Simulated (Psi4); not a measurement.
Input file for Psi4: SAPT0/jun-cc-pV(D+d)Z on C2H11NSi (a complex), monomers drawn apart or pushed together.

```
memory 8100 MB

molecule dimer {
0 1
C    -0.97873454    0.27068684    0.08908534
N     0.42796626    0.15752885    0.47034665
H    -1.23483001   -0.54924968   -0.58361660
H    -1.12707285    1.20073525   -0.46169034
H    -1.68813673    0.25599230    0.92701826
H     0.59615197   -0.70615524    0.97161587
H     0.69621165    0.91703106    1.08415675
--
0 1
C     1.53386755   -0.20588960    4.69837732
Si   -0.32730041   -0.07854510    4.49834272
H     1.80683566   -1.14371728    5.18568210
H     1.91366434    0.61393134    5.31087256
H     2.04240653   -0.16812934    3.73360864
H    -0.84649130   -1.19590258    3.67310318
H    -0.70089189    1.19722755    3.84121508
H    -0.99115338   -0.13127498    5.82365037
units angstrom
symmetry c1
no_reorient
no_com
}

set {
  basis jun-cc-pV(D+d)Z
  scf_type df
  freeze_core true
}

energy('sapt0')
```

It printed:

```
[...]
==> Input File <==

--------------------------------------------------------------------------
memory 8100 MB

molecule dimer {
0 1
C    -0.97873454    0.27068684    0.08908534
N     0.42796626    0.15752885    0.47034665
H    -1.23483001   -0.54924968   -0.58361660
H    -1.12707285    1.20073525   -0.46169034
H    -1.68813673    0.25599230    0.92701826
H     0.59615197   -0.70615524    0.97161587
H     0.69621165    0.91703106    1.08415675
--
0 1
C     1.53386755   -0.20588960    4.69837732
Si   -0.32730041   -0.07854510    4.49834272
H     1.80683566   -1.14371728    5.18568210
H     1.91366434    0.61393134    5.31087256
H     2.04240653   -0.16812934    3.73360864
H    -0.84649130   -1.19590258    3.67310318
H    -0.70089189    1.19722755    3.84121508
H    -0.99115338   -0.13127498    5.82365037
units angstrom
symmetry c1
no_reorient
no_com
}

set {
  basis jun-cc-pV(D+d)Z
  scf_type df
  freeze_core true
}

energy('sapt0')
--------------------------------------------------------------------------


   => Loading Basis Set <=

    Name: JUN-CC-PV(D+D)Z
    Role: ORBITAL
    Keyword: BASIS
    atoms 1, 8       entry C          line   188 file jun-cc-pv_dpd_z.gbs
    atoms 2          entry N          line   222 file jun-cc-pv_dpd_z.gbs
    atoms 3-7, 10-15 entry H          line    60 file jun-cc-pv_dpd_z.gbs
    atoms 9          entry SI         line   566 file jun-cc-pv_dpd_z.gbs

   => Loading Basis Set <=

    Name: JUN-CC-PV(D+D)Z
    Role: ORBITAL
    Keyword: BASIS
    atoms 1, 8       entry C          line   188 file jun-cc-pv_dpd_z.gbs
    atoms 2          entry N          line   222 file jun-cc-pv_dpd_z.gbs
    atoms 3-7, 10-15 entry H          line    60 file jun-cc-pv_dpd_z.gbs
    atoms 9          entry SI         line   566 file jun-cc-pv_dpd_z.gbs


  //>>>>>>>>>>>>>>>>>>>>>>>>>>>>>>>>>>>//
  //              Dimer HF             //
  //<<<<<<<<<<<<<<<<<<<<<<<<<<<<<<<<<<<//

   => Libint2 <=

    Primary   basis highest AM E, G, H:  7, 6, 3
    Auxiliary basis highest AM E, G, H:  7, 7, 4
    Onebody   basis highest AM E, G, H:  -, -, -
    Solid Harmonics ordering:            Gaussian


   => Loading Basis Set <=

    Name: JUN-CC-PV(D+D)Z
    Role: ORBITAL
    Keyword: BASIS
    atoms 1, 8       entry C          line   188 file jun-cc-pv_dpd_z.gbs
    atoms 2          entry N          line   222 file jun-cc-pv_dpd_z.gbs
    atoms 3-7, 10-15 entry H          line    60 file jun-cc-pv_dpd_z.gbs
    atoms 9          entry SI         line   566 file jun-cc-pv_dpd_z.gbs


         ---------------------------------------------------------
                                   SCF
               by Justin Turney, Rob Parrish, Andy Simmonett
                          and Daniel G. A. Smith
                              RHF Reference
                        4 Threads,   7724 MiB Core
         ---------------------------------------------------------

  ==> Geometry <==

    Molecular point group: c1
    Full point group: C1

    Geometry (in Angstrom), charge = 0, multiplicity = 1:

       Center              X                  Y                   Z               Mass
    ------------   -----------------  -----------------  -----------------  -----------------
         C           -0.978734540000     0.270686840000     0.089085340000    12.000000000000
         N            0.427966260000     0.157528850000     0.470346650000    14.003074004430
         H           -1.234830010000    -0.549249680000    -0.583616600000     1.007825032230
         H           -1.127072850000     1.200735250000    -0.461690340000     1.007825032230
         H           -1.688136730000     0.255992300000     0.927018260000     1.007825032230
         H            0.596151970000    -0.706155240000     0.971615870000     1.007825032230
         H            0.696211650000     0.917031060000     1.084156750000     1.007825032230
         C            1.533867550000    -0.205889600000     4.698377320000    12.000000000000
         SI          -0.327300410000    -0.078545100000     4.498342720000    27.976926534650
         H            1.806835660000    -1.143717280000     5.185682100000     1.007825032230
         H            1.913664340000     0.613931340000     5.310872560000     1.007825032230
         H            2.042406530000    -0.168129340000     3.733608640000     1.007825032230
         H           -0.846491300000    -1.195902580000     3.673103180000     1.007825032230
         H           -0.700891890000     1.197227550000     3.841215080000     1.007825032230
         H           -0.991153380000    -0.131274980000     5.823650370000     1.007825032230

  Running in c1 symmetry.

  Rotational constants: A =      0.24135  B =      0.01714  C =      0.01627 [cm^-1]
  Rotational constants: A =   7235.34670  B =    513.80260  C =    487.63623 [MHz]
  Nuclear repulsion =  160.802614208694990

  Charge       = 0
  Multiplicity = 1
  Electrons    = 44
  Nalpha       = 22
  Nbeta        = 22

  ==> Algorithm <=
[...]
    25.379879

    Final Occupation by Irrep:
              A
    DOCC [    13 ]
    NA   [    13 ]
    NB   [    13 ]

  @DF-RHF Final Energy:  -330.29952017319368

   => Energetics <=

    Nuclear Repulsion Energy =             62.8149658684135872
    One-Electron Energy =                -580.3364690230340557
    Two-Electron Energy =                 187.2219829814268337
    Total Energy =                       -330.2995201731936845

Computation Completed


Properties will be evaluated at   0.000000,   0.000000,   0.000000 [a0]

Properties computed using the SCF density matrix


 Multipole Moments:

 ------------------------------------------------------------------------------------
     Multipole            Electronic (a.u.)      Nuclear  (a.u.)        Total (a.u.)
 ------------------------------------------------------------------------------------

 L = 1.  Multiply by 2.5417464519 to convert [e a0] to [Debye]
 Dipole X            :        -14.5420993           14.8255997            0.2835005
 Dipole Y            :          5.9576505           -5.9768906           -0.0192400
 Dipole Z            :       -224.3481230          224.3769980            0.0288750
 Magnitude           :                                                    0.2856159

 ------------------------------------------------------------------------------------

  Constructing Basis Sets for SAPT...

   => Loading Basis Set <=

    Name: (JUN-CC-PV(D+D)Z AUX)
    Role: RIFIT
    Keyword: DF_BASIS_SAPT
    atoms 1, 8       entry C          line   100 file jun-cc-pvdz-ri.gbs
    atoms 2          entry N          line   144 file jun-cc-pvdz-ri.gbs
    atoms 3-7, 10-15 entry H          line    30 file jun-cc-pvdz-ri.gbs
    atoms 9          entry SI         line   376 file jun-cc-pvdz-ri.gbs

   => Loading Basis Set <=

    Name: (JUN-CC-PV(D+D)Z AUX)
    Role: JKFIT
    Keyword: DF_BASIS_ELST
    atoms 1, 8       entry C          line   146 file jun-cc-pvdz-jkfit.gbs
    atoms 2          entry N          line   202 file jun-cc-pvdz-jkfit.gbs
    atoms 3-7, 10-15 entry H          line    70 file jun-cc-pvdz-jkfit.gbs
    atoms 9          entry SI         line   506 file jun-cc-pvdz-jkfit.gbs


  //>>>>>>>>>>>>>>>>>>>>>>>>>>>>>>>>>>>//
  //               SAPT0               //
  //<<<<<<<<<<<<<<<<<<<<<<<<<<<<<<<<<<<//



        SAPT0
    Ed Hohenstein
     6 June 2009

      Orbital Information
  --------------------------
    NSO        =       136
    NMO        =       136
    NRI        =       434
    NRI (Elst) =       611
    NOCC A     =         9
    NOCC B     =        13
    FOCC A     =         2
    FOCC B     =         6
    NVIR A     =       127
    NVIR B     =       123

    Elst10,r            =    -0.000364283655 [Eh]
    Exch10              =     0.001044225948 [Eh]
    Exch10 (S^2)        =     0.001043448719 [Eh]

    Maxiter = 50
    CPHF R converge = 1.000000E-08

    Iter     Energy [mEh]          dE [mEh]         Residual      Time [s]
       1      -0.12531579       0.125315786     1.470428e-03             0
       2      -0.15743822       0.032122435     4.211042e-04             0
       3      -0.15785208       0.000413860     1.734795e-04             0
       4      -0.15699908      -0.000853005     4.344551e-05             0
       5      -0.15707223       0.000073159     1.636217e-05             0
       6      -0.15711545       0.000043214     3.525675e-06             0
       7      -0.15710907      -0.000006377     7.809257e-07             0
       8      -0.15710836      -0.000000715     1.439504e-07             0
       9      -0.15710869       0.000000336     3.084374e-08             0
      10      -0.15710866      -0.000000034     6.497353e-09             0

    CHF Iterations converged

    Maxiter = 50
    CPHF R converge = 1.000000E-08

    Iter     Energy [mEh]          dE [mEh]         Residual      Time [s]
       1      -0.10944984       0.109449837     1.353759e-03             0
       2      -0.12971866       0.020268818     3.406409e-04             0
       3      -0.13088562       0.001166967     5.951150e-05             0
       4      -0.13056923      -0.000316388     1.908486e-05             0
       5      -0.13053241      -0.000036824     4.235102e-06             0
       6      -0.13055371       0.000021302     7.692329e-07             0
       7      -0.13055198      -0.000001728     1.821550e-07             0
       8      -0.13055183      -0.000000157     3.881740e-08             0
       9      -0.13055192       0.000000089     6.584377e-09             0

    CHF Iterations converged

    Ind20,r (A<-B)      =    -0.000157108658 [Eh]
    Ind20,r (B<-A)      =    -0.000130551916 [Eh]
    Ind20,r             =    -0.000287660574 [Eh]
    Exch-Ind20,r (A<-B) =     0.000127918620 [Eh]
    Exch-Ind20,r (B<-A) =     0.000098982722 [Eh]
    Exch-Ind20,r        =     0.000226901342 [Eh]
    Disp20              =    -0.001576492293 [Eh]
    Disp20 (SS)         =    -0.000788246146 [Eh]
    Disp20 (OS)         =    -0.000788246146 [Eh]
    Exch-Disp20         =     0.000088992000 [Eh]
    Exch-Disp20 (SS)    =     0.000050589636 [Eh]
    Exch-Disp20 (OS)    =     0.000038402365 [Eh]

    SAPT Results
  --------------------------------------------------------------------------------------------------------
    Electrostatics                 -0.36428365 [mEh]      -0.22859144 [kcal/mol]      -0.95642660 [kJ/mol]
      Elst10,r                     -0.36428365 [mEh]      -0.22859144 [kcal/mol]      -0.95642660 [kJ/mol]

    Exchange                        1.04422595 [mEh]       0.65526168 [kcal/mol]       2.74161485 [kJ/mol]
      Exch10                        1.04422595 [mEh]       0.65526168 [kcal/mol]       2.74161485 [kJ/mol]
      Exch10(S^2)                   1.04344872 [mEh]       0.65477396 [kcal/mol]       2.73957423 [kJ/mol]

    Induction                      -0.12599561 [mEh]      -0.07906344 [kcal/mol]      -0.33080143 [kJ/mol]
      Ind20,r                      -0.28766057 [mEh]      -0.18050974 [kcal/mol]      -0.75525273 [kJ/mol]
      Exch-Ind20,r                  0.22690134 [mEh]       0.14238274 [kcal/mol]       0.59572939 [kJ/mol]
      delta HF,r (2)               -0.06523638 [mEh]      -0.04093645 [kcal/mol]      -0.17127809 [kJ/mol]

    Dispersion                     -1.48750029 [mEh]      -0.93342053 [kcal/mol]      -3.90543148 [kJ/mol]
      Disp20                       -1.57649229 [mEh]      -0.98926385 [kcal/mol]      -4.13907994 [kJ/mol]
      Exch-Disp20                   0.08899200 [mEh]       0.05584332 [kcal/mol]       0.23364846 [kJ/mol]
      Disp20 (SS)                  -0.78824615 [mEh]      -0.49463192 [kcal/mol]      -2.06953997 [kJ/mol]
      Disp20 (OS)                  -0.78824615 [mEh]      -0.49463192 [kcal/mol]      -2.06953997 [kJ/mol]
      Exch-Disp20 (SS)              0.05058964 [mEh]       0.03174548 [kcal/mol]       0.13282307 [kJ/mol]
      Exch-Disp20 (OS)              0.03840236 [mEh]       0.02409785 [kcal/mol]       0.10082539 [kJ/mol]

  Total HF                          0.55394668 [mEh]       0.34760679 [kcal/mol]       1.45438681 [kJ/mol]
  Total SAPT0                      -0.93355361 [mEh]      -0.58581373 [kcal/mol]      -2.45104467 [kJ/mol]

  Special recipe for scaled SAPT0 (see Manual):
    Electrostatics sSAPT0          -0.36428365 [mEh]      -0.22859144 [kcal/mol]      -0.95642660 [kJ/mol]
    Exchange sSAPT0                 1.04422595 [mEh]       0.65526168 [kcal/mol]       2.74161485 [kJ/mol]
    Induction sSAPT0               -0.12548820 [mEh]      -0.07874503 [kcal/mol]      -0.32946923 [kJ/mol]
    Dispersion sSAPT0              -1.48730128 [mEh]      -0.93329565 [kcal/mol]      -3.90490898 [kJ/mol]
  Total sSAPT0                     -0.93284719 [mEh]      -0.58537045 [kcal/mol]      -2.44918996 [kJ/mol]
  --------------------------------------------------------------------------------------------------------



*** Psi4 exiting successfully. Buy a developer a beer!
```

The run finished.

Cost: around 29 core-seconds (rough).
